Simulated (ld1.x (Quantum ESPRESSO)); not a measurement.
Logarithmic derivatives: Mo, RRKJ

ld1.x (Quantum ESPRESSO) 7.5 input, shortened:

```
&input
   title='Mo', zed=42., rel=1, dft='WC', iswitch=3,
   config='[Kr] 4d5 5s0.5 5p0'
 /
 &inputp
   pseudotype=2, tm=.false., rho0=0.001, lloc=1,
   nlcc=.false.
 /
3
5S  1  0   0.50   0.00  3.05  3.05  0.0
4D  3  2   5.00   0.00  2.30  2.30  0.0
4P  2  1   6.00   0.00  1.50  1.50  0.0
 &test
   configts(1)='4p6 4d5 5s0.5 5p0'
 /
```

The phase is arctan(r·u′/u) with u = r·R(r), unwrapped; energies in Ry, scanned from -5 to 5 Ry. A pole is an energy at which the radial function vanishes at the test radius. The pseudo phase is shifted by a multiple of π to meet the all-electron one at the reference energy, and phase errors are pseudo minus all-electron; the curves can meet again beyond the range given. Levels narrower than the energy grid can be missing from the lists of poles. n/a: not evaluated, since a narrow level or a reset projector energy made the automatic matching unsafe.

```tsv
channel	radius (bohr)	reference energy (Ry)	poles, all-electron	poles, pseudo	unbroken range about the reference energy with phases within 0.05 rad	phase error 1 Ry above the reference energy (rad)
s	3.30	-0.50	0.64	0.64	n/a	n/a
p	3.30	-3.07	-3.05, 1.49	-3.05, 1.44	below 3.1	-0.000
d	3.30	-0.51	-0.33, 3.16	-0.33, 3.29	below 1.0	+0.005
```

Note: ghost state, extra bound levels that the all-electron valence spectrum of the same l lacks: s at -29.8 eV. A true bound ghost makes a file unfit for plane-wave use.

Phases in the s channel:

```json
{"E (Ry)": "-5.00", "all-electron": "1.399", "pseudo": "1.421"}
{"E (Ry)": "-4.48", "all-electron": "-1.728", "pseudo": "1.411"}
{"E (Ry)": "-3.96", "all-electron": "-1.742", "pseudo": "1.397"}
{"E (Ry)": "-3.44", "all-electron": "-1.760", "pseudo": "1.380"}
{"E (Ry)": "-2.92", "all-electron": "-1.783", "pseudo": "1.355"}
{"E (Ry)": "-2.40", "all-electron": "-1.817", "pseudo": "1.312"}
{"E (Ry)": "-1.88", "all-electron": "-1.876", "pseudo": "-1.867"}
{"E (Ry)": "-1.36", "all-electron": "-2.002", "pseudo": "-1.999"}
{"E (Ry)": "-0.84", "all-electron": "-2.487", "pseudo": "-2.485"}
{"E (Ry)": "-0.32", "all-electron": "-4.166", "pseudo": "-4.165"}
{"E (Ry)": "0.20", "all-electron": "-4.595", "pseudo": "-4.595"}
{"E (Ry)": "0.72", "all-electron": "-4.728", "pseudo": "-4.728"}
{"E (Ry)": "1.24", "all-electron": "-4.812", "pseudo": "-4.814"}
{"E (Ry)": "1.76", "all-electron": "-4.899", "pseudo": "-4.909"}
{"E (Ry)": "2.28", "all-electron": "-5.048", "pseudo": "-5.095"}
{"E (Ry)": "2.80", "all-electron": "-5.528", "pseudo": "-5.977"}
{"E (Ry)": "3.32", "all-electron": "-7.070", "pseudo": "-7.416"}
{"E (Ry)": "3.84", "all-electron": "-7.560", "pseudo": "-7.680"}
{"E (Ry)": "4.36", "all-electron": "-7.700", "pseudo": "-7.777"}
{"E (Ry)": "4.88", "all-electron": "-7.768", "pseudo": "-7.835"}
```
